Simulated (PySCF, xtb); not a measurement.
1,1,1,3,3,3-hexafluoropropan-2-yl 2-fluoroprop-2-enoate (C₆H₃F₇O₂), SMILES FC(=C)C(=O)OC(C(F)(F)F)C(F)(F)F. Other conformers were not sampled.

Harmonic wavenumbers (cm⁻¹) from xtb with GFN2-xTB at its own minimum, in rising order: 16, 26, 43, 46, 66, 96, 112, 179, 228, 240, 272, 311, 313, 318, 404, 408, 464, 474, 487, 490, 563, 614, 618, 662, 677, 747, 821, 882, 905, 909, 925, 1044, 1068, 1082, 1101, 1116, 1125, 1160, 1187, 1239, 1255, 1263, 1333, 1669, 1784, 2861, 3126, 3172.

Problem. What does PBE-D3(BJ)/def2-SVP run with PySCF give at its own minimum? (The exact figures need the calculation; the answer reports its results.)

Solution. 22, 33, 46, 57, 75, 117, 135, 209, 251, 257, 288, 324, 337, 344, 434, 435, 504, 518, 524, 537, 579, 643, 677, 717, 717, 761, 827, 880, 904, 911, 927, 1078, 1100, 1147, 1161, 1197, 1222, 1246, 1275, 1311, 1328, 1350, 1360, 1676, 1794, 3017, 3117, 3233. Paired by order, the mean absolute difference is 36 cm⁻¹ and the zero-point energies are 57.0 and 59.5 kcal/mol.
